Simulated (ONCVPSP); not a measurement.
Before and after: ONCV potential for cobalt

ONCVPSP 4.0.1 input, shortened (lines: element, Z, core and valence counts, functional; n l f; lmax; l rc ep ncon nbas qcut; lloc lpopt rc5 dvloc0; l nproj debl; icmod fcfact rcfact), LDA (Perdew-Wang 92), non-relativistic:

```
  Co 27.00    4    4  -001012      upf
    1    0    2.00
    2    0    2.00
    2    1    6.00
    3    0    2.00
    3    1    6.00
    3    2    7.00
    4    0    1.50
    4    1    0.50
    2
    0    2.55    0.00    4    6    2.80
    1    1.30    0.00    3    7   10.40
    2    1.05    0.00    4    9   13.10
    4    2    1.00    0.00
    0    1    1.00
    1    2    3.50
    2    1    3.70
    3    4.25    1.25
```

All-electron outer shells of the reference configuration (LDA (PZ), non-relativistic, ld1.x):

```json
{"shell": "2p", "level (eV)": "-766.96", "outermost node (bohr)": "–", "outermost maximum (bohr)": "0.17"}
{"shell": "3s", "level (eV)": "-100.30", "outermost node (bohr)": "0.32", "outermost maximum (bohr)": "0.67"}
{"shell": "3p", "level (eV)": "-65.92", "outermost node (bohr)": "0.29", "outermost maximum (bohr)": "0.68"}
{"shell": "3d", "level (eV)": "-9.68", "outermost node (bohr)": "–", "outermost maximum (bohr)": "0.66"}
{"shell": "4s", "level (eV)": "-6.16", "outermost node (bohr)": "0.97", "outermost maximum (bohr)": "2.32"}
{"shell": "4p", "level (eV)": "-1.88", "outermost node (bohr)": "1.05", "outermost maximum (bohr)": "3.13"}
```

Change: all radii but the core radius scaled by about 0.84 (s 2.14, p 1.08, d 0.88 bohr); local potential polynomial inside 0.84 bohr (lpopt 2, dvloc0 0 Ha).

Cutoffs: the cutoffs (Ha) at which the residual kinetic energy of the hardest occupied pseudo-wave falls to 1 and 0.1 mHa per electron; they do not see the model core or the augmentation charge, which bear on the density cutoff. Errors are all-electron minus pseudo energies relative to the spin-unpolarised reference configuration.

Problem. Predict the effect on cutoff, ghosts and configuration errors.

Solution. The potential gets harder (74 Ha and 84 Ha → 91 Ha and 368 Ha); both files keep a bound ghost (s); of the 4 tests that both files solve, the error grows in 0 and shrinks in 1 by more than 15 % and 0.3 meV (median size 1.4 → 1.2 meV). A smaller radius makes the pseudo-wave follow the all-electron one further in, where it bends more sharply, so more plane waves are needed.

| quantity | base | changed |
| --- | --- | --- |
| cutoff, loose | 74 Ha | 91 Ha |
| cutoff, tight | 84 Ha | 368 Ha |
| loose cutoff by channel | s 4.5 Ha, p 36 Ha, d 74 Ha | s 6.1 Ha, p 37 Ha, d 91 Ha |
| bound ghosts | s | s |
| GHOST(+) flags under 300 eV | none | none |
| error for 3p6 3d7 4s2 4p0, meV [ΔE -2.10 eV] | -1.2 | -1.1 |
| error for 3p6 3d7 4s1 4p0, meV [ΔE 7.03 eV] | -1.4 | -0.9 |
| error for 3p6 3d7 4s0 4p0, meV [ΔE 23.86 eV] | -22 | -21 |
| error for 3p6 3d7 4s1 4p1, meV [ΔE 2.17 eV] | -1.4 | -1.3 |
| rms error of d²Exc/dni dnj with the model core, mHa | 2.61 | 2.62 |

 A true bound ghost makes a file unfit for plane-wave use even where its test errors are small: the radial tests pick states by their node count and pass the ghost by.
